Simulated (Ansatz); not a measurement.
Relaxation of Nb₃H₃Se₉ with RKS PBE-D4/def2-SVP.

```sh
$ ansatz run in.yaml --threads 2 --pin off --events-out ev --progress --plain --max-ram 32768MiB --backend cuda --devices 0, --max-vram 18GiB
```

```yaml
crystal:
  periodic: [false, false, false]
  atoms:
    - {symbol: Nb, position_ang: [-1.721500, -0.981600, -0.265000]}
    - {symbol: Nb, position_ang: [-0.019900, 2.009900, -0.263300]}
    - {symbol: Nb, position_ang: [1.718000, -0.985200, -0.264500]}
    - {symbol: Se, position_ang: [-3.885200, -2.243700, -0.261800]}
    - {symbol: Se, position_ang: [0.012300, -1.993300, 1.319900]}
    - {symbol: Se, position_ang: [-0.008400, -1.997800, -1.864200]}
    - {symbol: Se, position_ang: [-1.730800, 1.015500, 1.339400]}
    - {symbol: Se, position_ang: [-1.767400, 0.967800, -1.866900]}
    - {symbol: Se, position_ang: [1.717000, 0.999300, 1.327600]}
    - {symbol: Se, position_ang: [1.755100, 0.979400, -1.870000]}
    - {symbol: Se, position_ang: [0.034800, 4.495800, -0.260100]}
    - {symbol: Se, position_ang: [3.887600, -2.262900, -0.280200]}
    - {symbol: H, position_ang: [-3.900600, -2.246600, 1.072800]}
    - {symbol: H, position_ang: [-0.003500, 4.461400, 1.082500]}
    - {symbol: H, position_ang: [3.884900, -2.258600, 1.078500]}
basis:
  gaussian: {orbitals: def2-SVP}
hamiltonian: {xc: pbe, dispersion: d4}
scf: {lower_state_search: "off"}
output: {orbitals: {seedname: orbitals}}
relax: {f_tol: 0.03, max_steps: 70}
```

Run time 4.3 min (2 threads of AMD EPYC 7R13 on a shared host and a share (18 GiB) of an NVIDIA H100 80GB HBM3), peak host memory 1.1 GiB.

Positions (Å) and forces (eV/Å) at steps 1, 2, 3, 4, 5, 6, 7, 8, 9, 10, 11, 12, 13, 14, 15, 16, 17, 18, 19 of 39:

```xyz
15
step=1 energy=-592704.6908 eV
Nb   -1.722   -0.982   -0.265    0.354    0.797    0.279
Nb   -0.020    2.010   -0.263   -0.048   -1.314   -0.589
Nb    1.718   -0.985   -0.265   -0.348    0.632    0.029
Se   -3.885   -2.244   -0.262    0.060    0.007   -4.745
Se    0.012   -1.993    1.320    0.051   -0.039    0.266
Se   -0.008   -1.998   -1.864    0.030    0.444   -0.632
Se   -1.731    1.016    1.339    0.557    0.035    0.618
Se   -1.767    0.968   -1.867    0.129   -0.441   -0.394
Se    1.717    0.999    1.328   -0.465    0.023    0.611
Se    1.755    0.979   -1.870   -0.129   -0.438   -0.137
Se    0.035    4.496   -0.260    0.100    0.239   -4.137
Se    3.888   -2.263   -0.280   -0.150    0.067   -3.749
H    -3.901   -2.247    1.073    0.002    0.020    4.634
H    -0.004    4.461    1.083   -0.120   -0.060    4.251
H     3.885   -2.259    1.079   -0.021    0.028    3.694
15
step=2 energy=-592705.9419 eV
Nb   -1.655   -0.888   -0.223   -0.197    0.072    0.615
Nb   -0.026    1.847   -0.346   -0.138    0.335   -0.251
Nb    1.649   -0.909   -0.243    0.082   -0.036    0.460
Se   -3.830   -2.206   -0.319    0.328    0.249   -1.401
Se    0.020   -1.982    1.382    0.043   -0.141   -0.355
Se   -0.012   -1.859   -1.975    0.030    0.240    0.235
Se   -1.602    1.017    1.485   -0.034   -0.127   -0.345
Se   -1.744    0.881   -1.992   -0.006   -0.062    0.031
Se    1.602    0.993    1.459    0.059   -0.171   -0.286
Se    1.737    0.901   -1.956    0.117   -0.065   -0.045
Se    0.028    4.406   -0.298   -0.006   -0.568   -0.920
Se    3.821   -2.222   -0.327   -0.278    0.195   -1.035
H    -3.885   -2.238    1.116    0.045    0.013    1.280
H    -0.005    4.468    1.142   -0.029    0.051    1.042
H     3.875   -2.250    1.119   -0.016    0.013    0.974
15
step=3 energy=-592706.1774 eV
Nb   -1.656   -0.857   -0.173   -0.101   -0.066    0.565
Nb   -0.037    1.799   -0.404   -0.056    0.107   -0.134
Nb    1.651   -0.900   -0.215    0.093   -0.069    0.559
Se   -3.797   -2.150   -0.358    0.003    0.077   -0.203
Se    0.028   -2.039    1.351   -0.030   -0.142   -0.214
Se   -0.017   -1.799   -1.934   -0.001    0.090   -0.034
Se   -1.607    1.041    1.470   -0.089   -0.027   -0.092
Se   -1.771    0.845   -2.008    0.028    0.058   -0.225
Se    1.601    0.995    1.434    0.106   -0.005   -0.130
Se    1.765    0.862   -1.971    0.032    0.029   -0.296
Se    0.007    4.312   -0.287   -0.031   -0.101    0.174
Se    3.796   -2.195   -0.349    0.031    0.015   -0.094
H    -3.801   -2.167    1.132    0.062    0.015    0.126
H    -0.024    4.428    1.196    0.000   -0.006   -0.043
H     3.834   -2.215    1.142   -0.045    0.027    0.041
15
step=4 energy=-592706.2985 eV
Nb   -1.672   -0.839   -0.117    0.101   -0.054    0.280
Nb   -0.045    1.753   -0.458    0.052   -0.183   -0.021
Nb    1.672   -0.902   -0.169    0.023    0.120    0.529
Se   -3.809   -2.091   -0.380   -0.058    0.039    0.327
Se    0.025   -2.122    1.307   -0.112   -0.074   -0.206
Se   -0.018   -1.736   -1.900    0.009    0.089   -0.071
Se   -1.627    1.073    1.459   -0.055    0.032   -0.064
Se   -1.773    0.795   -2.055   -0.035    0.021   -0.142
Se    1.633    1.023    1.402    0.098    0.019   -0.153
Se    1.767    0.798   -2.024   -0.040   -0.042   -0.248
Se   -0.021    4.241   -0.240   -0.035    0.088    0.500
Se    3.813   -2.176   -0.354    0.074   -0.012    0.260
H    -3.717   -2.087    1.138   -0.005   -0.016   -0.334
H    -0.047    4.389    1.257    0.005   -0.039   -0.371
H     3.790   -2.162    1.158   -0.023    0.016   -0.288
15
step=5 energy=-592706.4133 eV
Nb   -1.690   -0.810   -0.053    0.334   -0.217   -0.140
Nb   -0.035    1.634   -0.545   -0.013    0.126    0.159
Nb    1.707   -0.869   -0.064   -0.209   -0.054    0.079
Se   -3.849   -1.983   -0.375   -0.074    0.009    0.634
Se   -0.005   -2.258    1.204   -0.002    0.076   -0.046
Se    0.012   -1.592   -1.858    0.128   -0.072    0.035
Se   -1.663    1.131    1.419    0.045    0.124    0.024
Se   -1.793    0.720   -2.136   -0.109    0.131   -0.039
Se    1.732    1.123    1.346    0.005   -0.069   -0.133
Se    1.755    0.652   -2.151   -0.053   -0.074   -0.003
Se   -0.058    4.097   -0.131   -0.004    0.114    0.352
Se    3.847   -2.119   -0.335    0.019    0.049    0.446
H    -3.644   -1.994    1.156   -0.093   -0.031   -0.601
H    -0.072    4.292    1.361   -0.009   -0.098   -0.363
H     3.728   -2.065    1.186    0.035   -0.012   -0.405
15
step=6 energy=-592706.4637 eV
Nb   -1.646   -0.821   -0.070   -0.040    0.039   -0.083
Nb   -0.039    1.675   -0.539   -0.232   -0.232    0.054
Nb    1.685   -0.897   -0.062    0.004    0.062    0.027
Se   -3.843   -1.954   -0.359   -0.021    0.041    0.230
Se   -0.006   -2.286    1.214   -0.002    0.075   -0.047
Se    0.033   -1.630   -1.876    0.190   -0.011   -0.077
Se   -1.636    1.130    1.414    0.020    0.053    0.025
Se   -1.803    0.753   -2.128    0.002    0.114    0.109
Se    1.723    1.107    1.326    0.096    0.002   -0.083
Se    1.717    0.624   -2.149   -0.004   -0.199   -0.021
Se   -0.065    4.136   -0.125    0.001    0.116    0.141
Se    3.850   -2.107   -0.313    0.015    0.008    0.163
H    -3.629   -1.992    1.145   -0.044   -0.042   -0.222
H    -0.086    4.269    1.359   -0.017   -0.020   -0.105
H     3.718   -2.049    1.189    0.032   -0.003   -0.112
15
step=7 energy=-592706.5553 eV
Nb   -1.610   -0.807   -0.106   -0.399    0.197    0.126
Nb   -0.070    1.671   -0.539   -0.540   -0.060   -0.152
Nb    1.704   -0.938   -0.046    0.085    0.099    0.017
Se   -3.880   -1.852   -0.340    0.045    0.151   -0.325
Se   -0.013   -2.304    1.193   -0.011    0.019    0.046
Se    0.111   -1.650   -1.900    0.269    0.053   -0.231
Se   -1.625    1.140    1.416    0.183   -0.111    0.043
Se   -1.874    0.839   -2.115    0.328    0.070    0.214
Se    1.786    1.113    1.249    0.069   -0.002   -0.037
Se    1.642    0.497   -2.185   -0.064   -0.335   -0.098
Se   -0.100    4.139   -0.090   -0.012   -0.004   -0.115
Se    3.914   -2.087   -0.251    0.005   -0.052   -0.182
H    -3.642   -1.977    1.125    0.061   -0.098    0.263
H    -0.138    4.194    1.384   -0.033    0.046    0.184
H     3.768   -2.019    1.230    0.014    0.025    0.246
15
step=8 energy=-592706.6391 eV
Nb   -1.590   -0.784   -0.118   -0.350    0.102    0.309
Nb   -0.119    1.683   -0.551   -0.206    0.077   -0.009
Nb    1.711   -0.967   -0.025    0.076    0.141   -0.131
Se   -3.898   -1.758   -0.345    0.063    0.214   -0.355
Se   -0.026   -2.310    1.196   -0.068    0.058    0.038
Se    0.192   -1.637   -1.945   -0.208   -0.689   -0.204
Se   -1.563    1.129    1.453    0.077   -0.151   -0.068
Se   -1.883    0.895   -2.114    0.156    0.010    0.125
Se    1.822    1.123    1.181    0.102    0.042   -0.056
Se    1.537    0.341   -2.240    0.364    0.335   -0.066
Se   -0.138    4.150   -0.057   -0.060   -0.024   -0.125
Se    3.944   -2.083   -0.203   -0.017   -0.091   -0.235
H    -3.633   -1.992    1.101    0.075   -0.131    0.258
H    -0.186    4.166    1.417   -0.023    0.056    0.202
H     3.801   -1.997    1.273    0.019    0.049    0.318
15
step=9 energy=-592706.7091 eV
Nb   -1.589   -0.779   -0.110   -0.194    0.146    0.037
Nb   -0.123    1.710   -0.531   -0.136   -0.079   -0.037
Nb    1.714   -0.985   -0.064    0.020    0.085   -0.080
Se   -3.911   -1.699   -0.362    0.047    0.217   -0.362
Se   -0.026   -2.280    1.207    0.024    0.003    0.081
Se    0.200   -1.744   -1.980   -0.152   -0.009   -0.008
Se   -1.540    1.121    1.469    0.107   -0.082    0.019
Se   -1.885    0.923   -2.081    0.240   -0.146    0.042
Se    1.884    1.126    1.108    0.049    0.037   -0.087
Se    1.521    0.300   -2.265    0.046    0.092   -0.013
Se   -0.192    4.182   -0.025   -0.041   -0.089   -0.143
Se    3.952   -2.117   -0.166   -0.056   -0.101   -0.238
H    -3.632   -2.010    1.066    0.059   -0.165    0.291
H    -0.240    4.208    1.449   -0.027    0.031    0.198
H     3.840   -1.996    1.308    0.014    0.061    0.301
15
step=10 energy=-592706.7441 eV
Nb   -1.585   -0.759   -0.060    0.101    0.078   -0.395
Nb   -0.105    1.705   -0.511   -0.098    0.150    0.133
Nb    1.695   -0.963   -0.142   -0.045   -0.282    0.094
Se   -3.916   -1.571   -0.399    0.026   -0.122    0.376
Se   -0.007   -2.204    1.263    0.245   -0.061   -0.048
Se    0.134   -1.803   -2.032    0.272    0.351    0.293
Se   -1.464    1.108    1.522    0.048    0.201    0.044
Se   -1.777    0.849   -2.096   -0.302    0.060    0.094
Se    2.019    1.173    0.971   -0.028   -0.031   -0.129
Se    1.467    0.301   -2.321    0.036   -0.315   -0.019
Se   -0.282    4.169    0.033   -0.018   -0.091    0.000
Se    3.890   -2.205   -0.106   -0.111    0.008    0.218
H    -3.650   -2.111    1.005   -0.109    0.075   -0.407
H    -0.323    4.248    1.516   -0.019   -0.033   -0.022
H     3.878   -1.980    1.383    0.003    0.011   -0.230
15
step=11 energy=-592706.7818 eV
Nb   -1.554   -0.720   -0.060   -0.258   -0.083   -0.166
Nb   -0.133    1.734   -0.514    0.274    0.025    0.094
Nb    1.715   -1.014   -0.136    0.120   -0.049    0.014
Se   -3.929   -1.447   -0.389    0.229   -0.328    0.654
Se   -0.002   -2.206    1.268    0.150    0.001    0.015
Se    0.182   -1.838   -2.029   -0.193    0.113    0.222
Se   -1.422    1.143    1.544    0.026    0.013    0.025
Se   -1.839    0.913   -2.069   -0.067   -0.130    0.001
Se    2.069    1.173    0.871   -0.113   -0.023   -0.104
Se    1.447    0.210   -2.333    0.152    0.178   -0.056
Se   -0.341    4.189    0.059    0.029   -0.066   -0.091
Se    3.897   -2.278   -0.060   -0.149    0.043    0.229
H    -3.678   -2.217    0.930   -0.153    0.345   -0.666
H    -0.372    4.237    1.540   -0.051   -0.029    0.054
H     3.934   -1.918    1.401    0.004   -0.010   -0.225
15
step=12 energy=-592706.8268 eV
Nb   -1.576   -0.732   -0.057    0.074    0.067   -0.052
Nb   -0.114    1.717   -0.520   -0.015    0.010    0.013
Nb    1.747   -1.001   -0.117   -0.025   -0.077    0.023
Se   -3.943   -1.474   -0.368    0.014   -0.121    0.231
Se    0.023   -2.204    1.258    0.026   -0.007    0.026
Se    0.170   -1.765   -1.975   -0.032    0.021    0.025
Se   -1.428    1.145    1.534    0.084    0.031    0.053
Se   -1.865    0.902   -2.053    0.041   -0.101   -0.025
Se    2.049    1.179    0.906    0.020   -0.006    0.056
Se    1.512    0.272   -2.299   -0.096    0.032   -0.105
Se   -0.288    4.172    0.017   -0.008   -0.015    0.008
Se    3.888   -2.310   -0.083   -0.044   -0.004    0.112
H    -3.752   -2.246    0.926   -0.023    0.138   -0.294
H    -0.376    4.203    1.498   -0.042    0.015    0.016
H     3.928   -1.898    1.358    0.025    0.017   -0.087
15
step=13 energy=-592706.8573 eV
Nb   -1.549   -0.711   -0.015   -0.030    0.039   -0.085
Nb   -0.070    1.706   -0.482    0.040   -0.022   -0.075
Nb    1.761   -1.051   -0.129   -0.042   -0.172   -0.085
Se   -3.937   -1.364   -0.392    0.082   -0.064    0.135
Se    0.039   -2.226    1.268    0.005   -0.040    0.041
Se    0.144   -1.797   -1.957    0.005    0.056    0.067
Se   -1.332    1.148    1.603    0.012   -0.006   -0.020
Se   -1.825    0.893   -2.016   -0.027    0.051    0.014
Se    2.115    1.109    0.901   -0.001    0.117    0.035
Se    1.486    0.231   -2.313    0.017    0.007   -0.002
Se   -0.304    4.165    0.016   -0.004   -0.039    0.171
Se    3.860   -2.415   -0.059   -0.038    0.121    0.268
H    -3.770   -2.217    0.839   -0.051    0.029   -0.090
H    -0.576    4.204    1.481   -0.018    0.026   -0.129
H     3.930   -1.715    1.280    0.048   -0.103   -0.244
15
step=14 energy=-592706.8666 eV
Nb   -1.536   -0.695   -0.014   -0.029    0.004    0.084
Nb   -0.039    1.705   -0.485   -0.008    0.048   -0.011
Nb    1.759   -1.083   -0.129   -0.003   -0.058   -0.018
Se   -3.929   -1.336   -0.380   -0.037   -0.012   -0.003
Se    0.030   -2.241    1.273   -0.033    0.007    0.001
Se    0.127   -1.805   -1.944    0.030    0.074    0.015
Se   -1.288    1.159    1.610   -0.027   -0.040   -0.022
Se   -1.816    0.910   -2.008   -0.058    0.030    0.003
Se    2.127    1.075    0.909    0.030    0.052   -0.004
Se    1.487    0.215   -2.313    0.040   -0.023    0.004
Se   -0.276    4.159    0.036   -0.049   -0.045    0.334
Se    3.833   -2.474   -0.040    0.104    0.297    0.549
H    -3.861   -2.257    0.804    0.043    0.030   -0.023
H    -0.701    4.275    1.473    0.055   -0.050   -0.354
H     4.057   -1.648    1.231   -0.058   -0.315   -0.555
15
step=15 energy=-592706.8881 eV
Nb   -1.555   -0.693   -0.011   -0.014    0.062   -0.021
Nb   -0.044    1.698   -0.484    0.006    0.011   -0.026
Nb    1.755   -1.093   -0.113   -0.037   -0.017    0.019
Se   -3.950   -1.316   -0.394    0.058   -0.046    0.080
Se    0.010   -2.239    1.279   -0.017   -0.007    0.002
Se    0.124   -1.794   -1.931    0.008    0.023   -0.007
Se   -1.304    1.160    1.609   -0.012   -0.016    0.012
Se   -1.832    0.917   -2.004    0.003    0.034   -0.013
Se    2.121    1.073    0.917    0.021   -0.018    0.003
Se    1.497    0.213   -2.297    0.008    0.001   -0.006
Se   -0.248    4.147    0.045   -0.073   -0.025    0.234
Se    3.821   -2.502   -0.022    0.105    0.226    0.398
H    -3.810   -2.222    0.797   -0.033    0.015   -0.034
H    -0.755    4.244    1.450    0.044   -0.009   -0.237
H     4.141   -1.635    1.185   -0.068   -0.235   -0.402
15
step=16 energy=-592706.9170 eV
Nb   -1.554   -0.667   -0.016    0.084    0.027   -0.035
Nb   -0.011    1.694   -0.488    0.069   -0.072    0.265
Nb    1.741   -1.130   -0.097    0.035   -0.102   -0.058
Se   -3.946   -1.296   -0.366   -0.084   -0.003   -0.036
Se   -0.040   -2.261    1.268    0.048    0.003   -0.032
Se    0.120   -1.772   -1.949    0.018    0.007    0.033
Se   -1.291    1.158    1.616    0.051    0.051   -0.031
Se   -1.807    0.963   -2.007   -0.108   -0.016   -0.056
Se    2.147    1.014    0.941   -0.067    0.050    0.008
Se    1.533    0.208   -2.282    0.012   -0.029    0.038
Se   -0.208    4.114    0.098    0.004    0.071   -0.064
Se    3.792   -2.574    0.054   -0.071    0.082    0.077
H    -3.826   -2.210    0.818    0.020    0.014   -0.003
H    -0.939    4.282    1.381   -0.020   -0.044   -0.009
H     4.262   -1.563    1.054    0.008   -0.039   -0.098
15
step=17 energy=-592706.9240 eV
Nb   -1.538   -0.653    0.006   -0.163   -0.043   -0.081
Nb    0.024    1.700   -0.382   -0.078    0.059   -0.431
Nb    1.756   -1.166   -0.087   -0.070    0.013    0.189
Se   -3.942   -1.254   -0.400    0.090    0.038    0.015
Se   -0.026   -2.282    1.270   -0.028    0.021    0.007
Se    0.120   -1.766   -1.925   -0.030    0.031   -0.053
Se   -1.277    1.161    1.671   -0.011   -0.055    0.133
Se   -1.777    1.005   -1.954    0.110   -0.043    0.131
Se    2.138    0.971    1.001    0.127    0.023    0.044
Se    1.541    0.208   -2.234   -0.005    0.049   -0.015
Se   -0.260    4.172    0.020   -0.010   -0.103    0.197
Se    3.751   -2.657    0.102    0.101    0.019    0.063
H    -3.837   -2.175    0.780   -0.002   -0.011    0.002
H    -1.053    4.221    1.277   -0.003    0.066   -0.102
H     4.352   -1.525    0.879   -0.027   -0.064   -0.099
15
step=18 energy=-592706.9368 eV
Nb   -1.545   -0.651    0.006   -0.070    0.024   -0.092
Nb    0.043    1.683   -0.384   -0.038    0.108   -0.083
Nb    1.744   -1.186   -0.052   -0.013   -0.028    0.074
Se   -3.950   -1.222   -0.408    0.074    0.021    0.019
Se   -0.060   -2.296    1.278    0.027   -0.008    0.018
Se    0.122   -1.758   -1.917   -0.015   -0.002   -0.018
Se   -1.254    1.141    1.686   -0.040   -0.015    0.050
Se   -1.765    1.010   -1.948    0.051    0.006    0.043
Se    2.153    0.946    1.032    0.047    0.019    0.001
Se    1.567    0.199   -2.206    0.015    0.019    0.010
Se   -0.219    4.139    0.077   -0.325   -0.046    0.415
Se    3.726   -2.704    0.144    0.332    0.537    0.280
H    -3.822   -2.137    0.773   -0.032   -0.033    0.024
H    -1.216    4.284    1.207    0.329   -0.053   -0.425
H     4.448   -1.489    0.737   -0.342   -0.549   -0.317
15
step=19 energy=-592706.9625 eV
Nb   -1.541   -0.647    0.006    0.011   -0.017    0.002
Nb    0.046    1.691   -0.381    0.026    0.001   -0.019
Nb    1.753   -1.181   -0.036   -0.046   -0.041    0.042
Se   -3.943   -1.223   -0.403   -0.019   -0.001    0.001
Se   -0.055   -2.287    1.291    0.013    0.015    0.007
Se    0.135   -1.758   -1.904   -0.014    0.016   -0.023
Se   -1.259    1.147    1.686   -0.010   -0.018    0.028
Se   -1.757    1.015   -1.946    0.010   -0.016   -0.002
Se    2.163    0.959    1.034    0.027    0.017    0.005
Se    1.579    0.202   -2.190    0.001    0.014    0.003
Se   -0.202    4.138    0.094   -0.095   -0.014    0.104
Se    3.729   -2.706    0.147    0.096    0.186    0.095
H    -3.883   -2.165    0.765    0.026    0.028   -0.021
H    -1.219    4.260    1.177    0.066    0.009   -0.108
H     4.429   -1.486    0.684   -0.093   -0.180   -0.118
```

In the def2 sets Nb takes a core potential; there is no spin–orbit coupling. The relaxation made no stability test and no search for a lower SCF solution.
